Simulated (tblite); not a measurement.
Write Cartesian coordinates for `C=C(C)[Si@H](Cl)CCCCl` as optimised with GFN2-xTB.

```
atom  x, y, z in Å
C1    -2.2817    0.9998    0.9814
C2    -2.1656    0.0600    0.0518
C3    -3.3773   -0.5528   -0.5840
Si4   -0.4976   -0.5956   -0.5524
Cl5   -0.4104   -2.5902   -0.1679
C6     0.9704    0.2363    0.3258
C7     2.3148   -0.3227   -0.1307
C8     3.4894    0.3740    0.5362
Cl9    3.5900    2.0847    0.0317
H10   -3.2452    1.3563    1.3136
H11   -1.4252    1.4553    1.4479
H12   -3.3439   -0.4143   -1.6635
H13   -4.2934   -0.1098   -0.1995
H14   -3.3973   -1.6245   -0.3920
H15   -0.3858   -0.4369   -2.0074
H16    0.9543    1.3086    0.1313
H17    0.8875    0.1110    1.4074
H18    2.4086   -0.2248   -1.2136
H19    2.3764   -1.3853    0.1158
H20    4.4362   -0.0870    0.2554
H21    3.3869    0.3752    1.6216
```

Orientation and origin are arbitrary. Atoms count from 1 in this order. The C–C distances run from 1.327 Å (C1=C2, drawn double) to 1.526 Å (C6–C7, drawn single), a spread of 0.199 Å. Of the pairs four or more bonds apart, Cl9···H16 is among the closest relative to their van der Waals radii: 2.75 Å, 93 % of the sum of Bondi's values. Si4 (chlorine-bound silicon) is tetrahedral (angles from 106.9° to 112.4°).

Bonds between heavy atoms (Å): C1=C2 1.327, C2–C3 1.499, C2–Si4 1.891, Si4–Cl5 2.033, Si4–C6 1.902, C6–C7 1.526, C7–C8 1.520, C8–Cl9 1.786.

The geometry is computed with GFN2-xTB (gas phase).

Point group: C1 (no symmetry element, even within 0.4 Å). Its GFN2-xTB frequencies are all real (lowest 24 cm⁻¹). The numbers are those of one conformer (C1–C2–Si4–Cl5 120°, C2–Si4–C6–C7 178°, Si4–C6–C7–C8 178°, C6–C7–C8–Cl9 -66°).
